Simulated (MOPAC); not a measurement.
MOPAC input (PM3):

```
PM3 FORCE THERMO(298,298) PRECISE LET UHF MS=0.5 GEO-OK AUX(PRECISION=9) THREADS=1
C2H6BS

C     1.28313685 1   -0.97984100 1    0.56290860 1
B    -0.00606725 1   -0.22390798 1    0.12949352 1
C    -1.33467313 1   -0.92336425 1    0.53800290 1
S     0.03244688 1    1.19814786 1   -0.69305553 1
H     1.29181924 1   -1.98809810 1    0.12493393 1
H     2.22311495 1   -0.49312755 1    0.27862421 1
H     1.29633882 1   -1.10306156 1    1.65521238 1
H    -1.37399781 1   -1.04542612 1    1.62980312 1
H    -1.37847429 1   -1.93049344 1    0.09954703 1
H    -2.24718956 1   -0.39668083 1    0.23604125 1
```

Output:

```
 *******************************************************************************
 **                                                                           **
 **                              MOPAC v23.2.5                                **
 **                                                                           **
 *******************************************************************************
 ** MOPAC's Digital Object Identifier: https://doi.org/10.5281/zenodo.6511958 **
 **                                                                           **
 ** Please cite the open-source release paper for use of this MOPAC version:  **
 ** J. E. Moussa and J. J. P. Stewart (2026)                                  **
 ** MOPAC: An open-source semiempirical molecular orbital program             **
 ** J. Open Source Softw., 11(119), 8025, https://doi.org/10.21105/joss.08025 **
 *******************************************************************************

                              PM3 CALCULATION RESULTS

 *******************************************************************************
 *  PM3        - The PM3 Hamiltonian to be used
 *  GEO-OK     - OVERRIDE INTERATOMIC DISTANCE AND OTHER SAFETY CHECKS
 *  UHF        - UNRESTRICTED HARTREE-FOCK CALCULATION
 *  MS=        - IN MECI, MAGNETIC COMPONENT OF SPIN =  0.5
 *  LET        - OVERRIDE SOME SAFETY CHECKS
 *  PRECISE    - TIGHTER CRITERIA TO BE USED
 *  FORCE      - FORCE CALCULATION SPECIFIED
 *  AUX        - OUTPUT AUXILIARY INFORMATION
 *  THERMO     - THERMODYNAMIC QUANTITIES TO BE CALCULATED
 *******************************************************************************
PM3 FORCE THERMO(298,298) PRECISE LET UHF MS=0.5 GEO-OK AUX(PRECISION=9) THREADS=1
 C2H6BS

   ATOM   CHEMICAL          X               Y               Z
  NUMBER   SYMBOL      (ANGSTROMS)     (ANGSTROMS)     (ANGSTROMS)

     1       C          1.28313685  *  -0.97984100  *   0.56290860  *
     2       B         -0.00606725  *  -0.22390798  *   0.12949352  *
     3       C         -1.33467313  *  -0.92336425  *   0.53800290  *
     4       S          0.03244688  *   1.19814786  *  -0.69305553  *
     5       H          1.29181924  *  -1.98809810  *   0.12493393  *
     6       H          2.22311495  *  -0.49312755  *   0.27862421  *
     7       H          1.29633882  *  -1.10306156  *   1.65521238  *
     8       H         -1.37399781  *  -1.04542612  *   1.62980312  *
     9       H         -1.37847429  *  -1.93049344  *   0.09954703  *
    10       H         -2.24718956  *  -0.39668083  *   0.23604125  *

          CARTESIAN COORDINATES

    NO.       ATOM           X           Y           Z

     1         C          1.2831     -0.9798      0.5629
     2         B         -0.0061     -0.2239      0.1295
     3         C         -1.3347     -0.9234      0.5380
     4         S          0.0324      1.1981     -0.6931
     5         H          1.2918     -1.9881      0.1249
     6         H          2.2231     -0.4931      0.2786
     7         H          1.2963     -1.1031      1.6552
     8         H         -1.3740     -1.0454      1.6298
     9         H         -1.3785     -1.9305      0.0995
    10         H         -2.2472     -0.3967      0.2360

  H: (PM3): J. J. P. STEWART, J. COMP. CHEM. 10, 209 (1989).
  B: (PM3): J. J. P. STEWART, J. MOL. MOD., 10, 155-164 (2004)
[...]

 VIBRATION         20    5B1          ATOM PAIR      ENERGY CONTRIBUTION    RADIAL
 FREQUENCY          3067.36         C  3 -- H  9         +24.6% ( 51.1%)     97.2%
 TRANSITION DIPOLE   0.2405         C  3 -- H  8         +24.6% ( 51.1%)     97.2%
 TRAVEL (Ang.)       0.2948         C  1 -- H  7         +24.6% ( 51.1%)     97.2%
 REDUCED MASS        0.2530         C  1 -- H  5         +24.6% ( 51.1%)     97.2%
 EFFECTIVE MASS      1.4817
 FORCE CONSTANT      1.4024

 VIBRATION         21    6B2          ATOM PAIR      ENERGY CONTRIBUTION    RADIAL
 FREQUENCY          3084.72         C  1 -- H  6         +27.0% ( 53.5%)     98.4%
 TRANSITION DIPOLE   0.0530         C  3 -- H 10         +27.0% ( 53.5%)     98.4%
 TRAVEL (Ang.)       0.3225         C  1 -- H  7         +11.3% ( 34.6%)     88.5%
 REDUCED MASS        0.2101         C  3 -- H  8         +11.3% ( 34.6%)     88.5%
 EFFECTIVE MASS      1.4829         C  1 -- H  5         +11.3% ( 34.6%)     88.5%
 FORCE CONSTANT      1.1781         C  3 -- H  9         +11.3% ( 34.6%)     88.5%

 VIBRATION         22    7A1          ATOM PAIR      ENERGY CONTRIBUTION    RADIAL
 FREQUENCY          3086.30         C  3 -- H 10         +27.1% ( 53.6%)     98.4%
 TRANSITION DIPOLE   0.2409         C  1 -- H  6         +27.1% ( 53.6%)     98.4%
 TRAVEL (Ang.)       0.3214         C  3 -- H  9         +11.2% ( 34.5%)     88.3%
 REDUCED MASS        0.2115         C  1 -- H  5         +11.2% ( 34.5%)     88.3%
 EFFECTIVE MASS      1.4968         C  3 -- H  8         +11.2% ( 34.5%)     88.3%
 FORCE CONSTANT      1.1871         C  1 -- H  7         +11.2% ( 34.5%)     88.3%

 VIBRATION         23    7B2          ATOM PAIR      ENERGY CONTRIBUTION    RADIAL
 FREQUENCY          3182.85         C  1 -- H  6         +23.1% ( 46.2%)     98.7%
 TRANSITION DIPOLE   0.1679         C  3 -- H 10         +23.1% ( 46.2%)     98.7%
 TRAVEL (Ang.)       0.3493         C  1 -- H  5         +13.4% ( 35.2%)     95.9%
 REDUCED MASS        0.1736         C  3 -- H  9         +13.4% ( 35.2%)     95.9%
 EFFECTIVE MASS      1.1324         C  3 -- H  8         +13.4% ( 35.2%)     95.9%
 FORCE CONSTANT      1.0364         C  1 -- H  7         +13.4% ( 35.2%)     95.9%

 VIBRATION         24    8A1          ATOM PAIR      ENERGY CONTRIBUTION    RADIAL
 FREQUENCY          3183.83         C  3 -- H 10         +23.0% ( 46.1%)     98.7%
 TRANSITION DIPOLE   0.1964         C  1 -- H  6         +23.0% ( 46.1%)     98.7%
 TRAVEL (Ang.)       0.3497         C  1 -- H  7         +13.5% ( 35.3%)     95.8%
 REDUCED MASS        0.1732         C  3 -- H  9         +13.5% ( 35.3%)     95.8%
 EFFECTIVE MASS      1.1387         C  3 -- H  8         +13.5% ( 35.3%)     95.8%
 FORCE CONSTANT      1.0343         C  1 -- H  5         +13.5% ( 35.3%)     95.8%

      SYMMETRY NUMBER FOR POINT-GROUP C2v =  2

          SYSTEM IS A GROUND STATE

 C2H6BS

          MOLECULE IS NOT LINEAR

          THERE ARE 24 GENUINE VIBRATIONS IN THIS SYSTEM
          THIS THERMODYNAMICS CALCULATION IS LIMITED TO
          MOLECULES WHICH HAVE NO INTERNAL ROTATIONS

                    CALCULATED THERMODYNAMIC PROPERTIES
                                          *
   TEMP. (K)   PARTITION FUNCTION   H.O.F.    ENTHALPY  HEAT CAPACITY ENTROPY
                                   KCAL/MOL   CAL/MOLE    CAL/K/MOL  CAL/K/MOL

 298.00  VIB.     0.2160D+02                  2095.5636    13.7772    13.1379
         ROT.     0.3935D+05                   888.2803     2.9808    24.0061
         INT.     0.8499D+06                  2983.8439    16.7580    37.1440
         TRA.     0.6022D+27                  1480.4672     4.9680    38.7752
         TOT.                       -5.201    4464.3111    21.7260    75.9192

   *: NOTE: HEATS OF FORMATION ARE RELATIVE TO THE
            ELEMENTS IN THEIR STANDARD STATE AT 298K
              (=  Standard Enthalpy of Formation).

            Hvib:  Zero-point energy is not included.
                   frequencies of less than zero cm-1 are not included.
            Hrot = (3/2)RT
            Htra = (3/2)RT + pV = (5/2)RT

            Heat capacity is Cp, not Cv

          For more information, see: HTTP://OpenMOPAC.net/Manual/thermochemistry.html

           FORCE CONSTANT IN CARTESIAN COORDINATES (Millidynes/A)

    ATOM   CHEMICAL       X               Y               Z
   NUMBER   SYMBOL  FORCE CONSTANT  FORCE CONSTANT  FORCE CONSTANT

      1       C        6.543798        7.825500        7.328187
      2       B        4.192778        4.136180        2.126935
      3       C        7.899062        6.470235        7.328187
      4       S        1.015102        2.262686        0.178047
      5       H        1.055556        1.770322        3.719950
      6       H        1.416697        4.668389        0.654348
      7       H        1.055647        1.770532        3.719648
      8       H        1.096491        1.729688        3.719648
      9       H        1.096406        1.729471        3.719950
     10       H        5.435438        0.649649        0.654348

 **********************
 *                    *
 * JOB ENDED NORMALLY *
 *                    *
 **********************

 == MOPAC DONE ==
```
